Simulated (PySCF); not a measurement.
A GIAO shielding run with PySCF 2.14.0 with density-fitted response routines (density fitting, non-relativistic, gas phase) on SMILES O(CC)BP, C$_{2}$H$_{8}$BOP:

```
$ OMP_NUM_THREADS=1 python probes_run.py task.json out

{"job": {"kind": "nmr", "xc": "KT3", "basis": "pcSseg-2", "pop": false}, "charge": 0, "multiplicity": 1}
C     -2.036240    -0.535619    -0.554711
C     -0.647121    -0.434530     0.025538
O     -0.171452     0.891247    -0.118959
B      1.127198     1.233541    -0.098123
P      2.565822    -0.046731     0.027493
H     -2.026726    -0.301078    -1.629381
H     -2.715979     0.170875    -0.056367
H     -2.433062    -1.553203    -0.424573
H      0.039962    -1.137249    -0.480435
H     -0.652623    -0.694721     1.098414
H      1.379280     2.404530    -0.274594
H      3.469419     0.786405     0.743965
H      2.110587    -0.789871     1.156497
```

Hardware: 1 thread of an Arm Neoverse V2, shared host.

(1) How large is the calculation?

(2) How long does it take, and how much memory does it need?

(3) And these other runs on the same molecule and hardware: GIAO shielding at B3LYP/pcSseg-2; GIAO shielding at B97-D/pcSseg-2; GIAO shielding at BLYP/pcSseg-2; GIAO shielding at BP86/pcSseg-2; GIAO shielding at HF/pcSseg-2; GIAO shielding at KT2/pcSseg-2?

## Answers

(1) 48 electrons, 299 basis functions and 816 auxiliary functions.

(2) 42 s of wall time, with 14 SCF cycles; peak memory 0.92 GiB. Times on a shared host scatter by some tens of per cent.

(3) B3LYP/pcSseg-2: 299 functions, 35 s; B97-D/pcSseg-2: 299 functions, 42 s; BLYP/pcSseg-2: 299 functions, 43 s; BP86/pcSseg-2: 299 functions, 42 s; HF/pcSseg-2: 299 functions, 20 s; KT2/pcSseg-2: 299 functions, 44 s.
